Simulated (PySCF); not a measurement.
**A small calculation by hand: refractive index and permittivity of the vapour**

C₃H₈O₂Si, SMILES O[C@H]1CO[SiH2]C1.

The structure is a stationary point at PBE0-D3(BJ)/def2-SVP. The structure was generated by enumeration; whether it is a known compound was not checked. One conformer was computed; it need not be the lowest.

PBE/def2-TZVP (PySCF) gives a mean static polarisability of 68.2 bohr³ and a dipole moment of 2.79 D. Take an ideal gas at 298.15 K and 1 bar, whether or not the substance is that volatile.

Question: Work out n − 1 in the optical limit and the static ε − 1.

Answer: 
Polarisability volume α' = 68.2 × 0.148185 = 10.11 Å³. Number density N = p/kT = 2.43e-5 Å⁻³.
Dilute limit of Lorentz–Lorenz: n − 1 = 2π N α' = 0.0015.
Orientation term of Debye: μ²/(3kT) = 8.098 Å³ × μ²(D²) = 63.03 Å³.
ε − 1 = 4π N (α' + μ²/3kT) = 0.022. Orientation of the dipole supplies 86 % of the static response; it can't follow optical fields. Vibrational polarisation and dispersion are left out.
